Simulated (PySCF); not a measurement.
C3H5FOSi, SMILES C1[Si@H](F)OCC=1. Atoms are numbered in the order given.

```xyz
11

F      1.7523     0.0800    -1.1671
Si     0.8868     0.0026     0.2084
C     -0.3813     1.3475     0.3500
C     -1.5783     0.7401     0.2568
C     -1.5690    -0.7632     0.1163
O     -0.2344    -1.2355     0.1432
H      1.8900    -0.2120     1.2724
H     -0.2818     2.4302     0.4487
H     -2.5424     1.2624     0.2700
H     -2.0628    -1.0660    -0.8271
H     -2.1419    -1.2325     0.9382
```

Geometry optimised at B3LYP-D3(BJ)/def2-SVP. The structure was generated by enumeration; whether it is a known compound was not checked. One conformer was computed; it need not be the lowest.

These are TDDFT-PBE/def2-SVPD (PySCF 2.14.0) values and carry that method's errors.

Vertical excitations. Isolated molecule, no solvent.

Computed excitation energies, oscillator strengths and character:
| state | energy (eV) | λ (nm) | f | main pairs |
|---|---|---|---|---|
| S1 | 5.55 | 223 | 0.041 | HOMO→LUMO 65 %, HOMO−1→LUMO 34 % |
| S2 | 6.28 | 198 | 0.000 | HOMO−2→LUMO 78 %, HOMO−3→LUMO 21 % |
| S3 | 6.39 | 194 | 0.005 | HOMO−3→LUMO 79 %, HOMO−2→LUMO 20 % |
| S4 | 6.80 | 182 | 0.149 | HOMO−1→LUMO 55 %, HOMO→LUMO 26 % |
| S5 | 6.89 | 180 | 0.007 | HOMO→LUMO+1 95 % |
| S6 | 7.19 | 172 | 0.018 | HOMO→LUMO+2 91 % |
| S7 | 7.26 | 171 | 0.007 | HOMO−1→LUMO+1 92 % |
| S8 | 7.54 | 164 | 0.001 | HOMO−1→LUMO+2 74 %, HOMO→LUMO+3 22 % |
| S9 | 7.60 | 163 | 0.014 | HOMO−4→LUMO 50 %, HOMO→LUMO+3 34 %, HOMO−1→LUMO+2 14 % |
| S10 | 7.67 | 162 | 0.038 | HOMO−4→LUMO 47 %, HOMO→LUMO+3 34 %, HOMO−1→LUMO+2 9 % |
| T1 | 4.39 | 282 | 0 | HOMO→LUMO 62 %, HOMO−1→LUMO 36 % |
| T2 | 5.30 | 234 | 0 | HOMO−1→LUMO 62 %, HOMO→LUMO 37 % |
| T3 | 5.87 | 211 | 0 | HOMO−2→LUMO 95 % |
| T4 | 6.09 | 204 | 0 | HOMO−3→LUMO 96 % |
Triplets are in the Tamm–Dancoff approximation, which puts them higher than full response would, so one can lie above its singlet here.
